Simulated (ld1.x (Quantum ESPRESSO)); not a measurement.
## praseodymium: excitation energies, all-electron against PAW

| Item | Value |
| --- | --- |
| Element | praseodymium |
| Generator | ld1.x (Quantum ESPRESSO) 7.5 |
| Type | PAW |
| Functional | LDA (PZ) |
| Relativity | scalar-relativistic |
| Frozen core | [Kr] 4d10 4f2 |
| Valence charge | 11 |
| Reference configuration | 5s2 5p6 5d1.5 6s1.5 6p0 |
| Partial waves | 5s (bound): rcut 1.90, rcutus 2.05 bohr; 6s (bound): rcut 1.90, rcutus 2.05 bohr; 5p (bound): rcut 2.85, rcutus 3.00 bohr; 6p (bound, empty): rcut 2.85, rcutus 3.00 bohr; 5d (bound): rcut 2.50, rcutus 3.35 bohr; 5d channel at 5.2 Ry: rcut 2.50, rcutus 3.35 bohr |
| Local potential | all-electron potential smoothed inside 2.85 bohr (lloc = -1) |
| Core correction | Bessel-smoothed model core, default radius (core density twice the valence density) |
| Augmentation charge | BESSEL, radius 1.85 bohr |

Energies are relative to the spin-unpolarised reference configuration 5s2 5p6 5d1.5 6s1.5 6p0; without spin polarisation the order of configurations can differ from experiment.

Its overlap operator is not positive definite in a basis up to 400 Ry (lowest eigenvalue s -0.04, p -0.80), so the file is unfit for use: the generalised eigenproblem breaks down once the basis is large enough, and its test numbers describe a broken file.

```csv
valence configuration,charge,ΔE all-electron (eV),error AE − PS (meV)
5s2 5p6 5d1 6s2 6p0,0,-0.467,-0.2
5s2 5p6 5d1 6s1 6p0,+1,5.904,-6.3
5s2 5p6 5d1 6s0 6p0,+2,17.432,-28
5s2 5p6 5d1 6s0 6p1,+1,9.148,+220
5s2 5p6 5d1 6s0 6p2,0,4.885,+303
5s2 5p6 5d2 6s0 6p0,+1,6.262,-2.7
5s2 5p6 5d0 6s2 6p0,+1,6.080,-16
```

Levels in the configuration 5s2 5p6 5d0 6s2 6p0:

```
level  all-electron (eV)  pseudo (eV)
   5s            -50.558      -50.645
   5p            -32.134      -32.201
   6s             -9.753       -9.766
```

The ghost test of this file was not conclusive.
